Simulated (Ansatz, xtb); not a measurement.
## C3H5BrO: which of two isomers lies lower

Structure a: `CO/C=C\Br`, a singlet. Structure b: `O=CCCBr`, a singlet. Both are isolated molecules in the gas phase, relaxed with B3LYP-D3(BJ)/def2-SVP; each stands in its lowest conformer found.

Problem. Which of the two would you expect CCSD(T)/def2-SVP + ΔMP2/def2-TZVPP electronic energies to favour?

Solution. Structure b; the calculation gives E(b) − E(a) = −21.8 kcal/mol.

The same difference at several levels:

| level | geometry | E(b) − E(a) (kcal/mol) | departure from the last row (kcal/mol) | job, with rough time for the two |
| --- | --- | --- | --- | --- |
| GFN2-xTB | GFN2-xTB | −7.9 | +13.9 | optimisation, 0.25 s |
| HF/STO-3G | GFN2-xTB | −14.8 | +7.0 | single point, 0.66 s |
| r2SCAN-D4/def2-SVP | GFN2-xTB | −21.3 | +0.5 | single point, 5.5 s |
| B3LYP-D3(BJ)/def2-SVP | B3LYP-D3(BJ)/def2-SVP | −21.1 | +0.7 | optimisation, 71 s |
| HF/def2-SVP | B3LYP-D3(BJ)/def2-SVP | −24.5 | −2.7 | part of the CCSD(T) run |
| MP2/def2-SVP | B3LYP-D3(BJ)/def2-SVP | −26.1 | −4.3 | part of the CCSD(T) run |
| CCSD(T)/def2-SVP | B3LYP-D3(BJ)/def2-SVP | −24.8 | −3.1 | single point |
| CCSD(T)/def2-SVP + ΔMP2/def2-TZVPP | B3LYP-D3(BJ)/def2-SVP | −21.8 |  | single point, 77 s |

As drawn, b has 1 C=O, 2 C–C in place of 2 C–O, 1 C=C.

The levels shown agree on the order. The largest departure from CCSD(T)/def2-SVP + ΔMP2/def2-TZVPP is that of GFN2-xTB, 13.9 kcal/mol. The last row adds to CCSD(T) the change of the MP2 difference between the two basis sets, here +3.1 kcal/mol, a large step that makes the value less sure.

With thermal terms from frequencies at re-optimised GFN2-xTB minima (ideal gas, soft modes damped towards free rotors, one conformer each, 298.15 K, 1 atm): on the last row, ΔE + ΔZPE = −21.5, ΔH = −21.7, ΔG = −21.3 kcal/mol.

The correlated steps freeze 13 core orbitals; the filled d shell of Br is correlated, in a basis made for valence electrons. Run with Ansatz 0.2.0, xtb 6.7.1; the last row on 2 threads of Intel(R) Xeon(R) Processor @ 2.70GHz on a shared host.
